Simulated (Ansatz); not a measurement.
Reaction (redistribution): `BC[SiH2][NH][AlH2]` + `[OH][GeH2][F]` → `O[SiH2][NH][AlH2]` + `B[CH2][GeH2][F]`

Gas-phase electronic energies from Ansatz, PBE0-D4/def2-TZVP geometries. CCSD(T)/CBS is the MP2 limit (def2-TZVPP, def2-QZVPP) plus CCSD(T) − MP2 in def2-TZVPP, frozen cores. For Ge outer-core shells are correlated without core-valence functions, which leaves a few kJ/mol of doubt a bond. Scalar relativity is left out up to krypton. Each species was taken in one conformer, which may not be the lowest.

| species | MP2/def2-TZVPP energy (Eh) |
| --- | --- |
| `BC[SiH2][NH][AlH2]` | -653.90477 |
| `[OH][GeH2][F]` | -2252.31246 |
| `O[SiH2][NH][AlH2]` | -664.50556 |
| `B[CH2][GeH2][F]` | -2241.73298 |

Question: Work out ΔE.

Answer: ΔE = (-664.50556) + (-2241.73298) − (-653.90477) − (-2252.31246) = -0.02131 Eh = -0.58 eV. CCSD(T)/CBS gives -0.61 eV.

Largest T1 diagnostic among the species: 0.012.

From PBE to PBE0 (25 % exact exchange), in def2-TZVPP and without D4, ΔE moves by −0.04 eV. In def2-TZVPP, CCSD(T) changes the Hartree–Fock value by +0.05 eV (the triples alone add +0.02 eV) and MP2 by +0.05 eV.
